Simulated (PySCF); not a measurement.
**CaTe from Hartree–Fock to correlated methods**

State: ¹Σ⁺ (singlet), closed shell. Set-up: PySCF, spin-free X2C with a Gaussian nucleus, basis sets Ca x2c-SVPall, Te x2c-SVPall. De refers to Ca + Te in their high-spin ground configurations, without counterpoise correction. A positive dipole means Ca(−)Te(+).

```
      Level  Re (Å)  ωe (cm⁻¹)  De (eV)   μ (D)
        RHF   2.699        303     0.81  -12.14
    RHF-MP2   2.722        280     1.81     n/a
RHF-SCS-MP2   2.730        275     1.63     n/a
   RHF-CCSD   2.727        276     1.51     n/a
RHF-CCSD(T)   2.740        270     1.68     n/a
        PBE   2.649        305     2.95   -8.66
       TPSS   2.646        310     3.08   -9.36
     r²SCAN   2.644        316     2.97   -9.76
      TPSSh   2.642        314     2.95   -9.76
      B3LYP   2.656        305     2.51   -9.04
       PBE0   2.639        315     2.66   -9.82
      ωB97X   2.630        326     2.44  -10.80
```

**Question.** Which functional lies closest to RHF-CCSD(T) in De, which farthest, and by how much do they differ from it?

**Answer.** Closest is ωB97X (-11.0 pm in Re, +20.7 % in ωe, +0.76 eV in De against RHF-CCSD(T) in the same basis), farthest TPSS (-9.4 pm in Re, +14.8 % in ωe, +1.40 eV in De). CCSD(T) converges more slowly with the basis than the functionals do and binds too weakly in this one, so the order can change at the basis-set limit.

**Question.** What does a tenth of exact exchange do here, going from TPSS to TPSSh?

**Answer.** TPSSh less TPSS: -0.4 pm in Re, +1.3 % in ωe, -0.13 eV in De. Exact exchange removes part of the self-interaction that spreads semilocal densities, and in most molecules shortens and stiffens the bond and lowers De; so it does here.

**Question.** What does second-order correlation do here, going from RHF to RHF-MP2?

**Answer.** RHF-MP2 less RHF: +2.3 pm in Re, -7.6 % in ωe, +1.00 eV in De. Correlation nearly always deepens the well. The bond lengthens, as in strong covalent bonds, where excitations into antibonding orbitals dominate.

Correlated steps freeze 23 core orbitals. Correlated levels converge slowly with the basis: in double zeta they bind strong bonds too weakly, by up to about 1 eV, and carry superposition errors of some tenths. These are scalar-relativistic numbers at best; spin–orbit coupling would shift them, the dissociation energy most. Where the molecule has an RHF reference, its open-shell atoms are computed with UHF. The CCSD T1 diagnostic is raised, a sign that a single reference may not be enough here.

The whole job (state search and all levels along the bond) took about 3.6 min on 1 thread of Oxide Virtual Turin-like (shared host), peak memory 0.82 GiB.
